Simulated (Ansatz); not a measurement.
Program: Ansatz. Geometries: PBE0-D4/def2-TZVP. ΔE: electronic, gas phase. CBS: MP2 limit from def2 TZ/QZ plus the TZ coupled-cluster correction, frozen cores. DFT in def2-TZVPP. B3LYP here is the variant with VWN-RPA as its local correlation; programs differ in this. Elements past krypton have def2 core potentials. For Ge, I outer-core shells are correlated without core-valence functions, which leaves a few kJ/mol of doubt a bond. Scalar relativity is left out up to krypton. Each species was taken in one conformer, which may not be the lowest.

Reaction (redistribution): `C[SiH](S)CF` + `[F][GeH2][I]` → `C[SiH](I)CF` + `[F][GeH2][SH]`

```
             level  ΔE (kJ/mol)  difference from CCSD(T)/CBS
           PBE0-D4         -0.3                          3.2
            B2PLYP         -0.1                          3.4
               PBE          0.3                          3.8
              PBE0          0.0                          3.5
             B3LYP          2.0                          5.5
     HF/def2-TZVPP          1.3                          4.8
    MP2/def2-TZVPP         -4.2                         -0.7
SCS-MP2/def2-TZVPP         -2.9                          0.6
   CCSD/def2-TZVPP         -1.9                          1.6
CCSD(T)/def2-TZVPP         -2.4                          1.1
     HF/def2-QZVPP          1.8                          5.3
    MP2/def2-QZVPP         -4.7                         -1.2
SCS-MP2/def2-QZVPP         -3.4                          0.1
      HF/CBS(def2)          1.8                          5.3
     MP2/CBS(def2)         -5.3                         -1.8
    CCSD/CBS(def2)         -2.9                          0.6
       CCSD(T)/CBS         -3.5                            0
```

Largest T1 diagnostic among the species: 0.012.

In def2-TZVPP, CCSD(T) changes the Hartree–Fock value by −3.7 kJ/mol (the triples alone add −0.5 kJ/mol) and MP2 by −5.5 kJ/mol.
